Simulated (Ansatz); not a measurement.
`CCl` and `[Cl][SnH3]` differ in one element.

Ansatz, PBE0-D4/def2-TZVP geometries, multiplicity 1. 

Elements past krypton have def2 core potentials.

| property | `CCl` |
| --- | --- |
| size of the dipole moment (ωB97M-V/def2-TZVPP) / D | 1.88 |
| HOMO energy (ωB97M-V/def2-TZVPP) / eV | -10.74 |
| zero-point energy (PBE0-D4/def2-TZVP) / kJ/mol | 99.3 |
| LUMO energy (B3LYP/def2-TZVPP) / eV | 0.51 |
| size of the dipole moment (PBE/def2-TZVPP) / D | 1.82 |
| HOMO–LUMO gap (ωB97M-V/def2-TZVPP) / eV | 13.43 |

Q: What does the change do to each property? (An estimate is asked.)

A: Computed: 
| property | `[Cl][SnH3]` | shift |
| --- | --- | --- |
| size of the dipole moment (ωB97M-V/def2-TZVPP) / D | 2.51 | 0.63 |
| HOMO energy (ωB97M-V/def2-TZVPP) / eV | -10.86 | -0.12 |
| zero-point energy (PBE0-D4/def2-TZVP) / kJ/mol | 56.2 | -43.1 |
| LUMO energy (B3LYP/def2-TZVPP) / eV | -1.14 | -1.65 |
| size of the dipole moment (PBE/def2-TZVPP) / D | 2.35 | 0.53 |
| HOMO–LUMO gap (ωB97M-V/def2-TZVPP) / eV | 11.63 | -1.80 |

With PBE0 the HOMO falls by 0.21 eV and the LUMO falls by 1.71 eV, so the gap narrows by about 1.50 eV. PBE moves the HOMO by -0.29 eV and ωB97M-V by -0.12 eV. Dipoles are sizes alone; their direction can turn.

B3LYP here is the variant with VWN-RPA as its local correlation; programs differ in this.
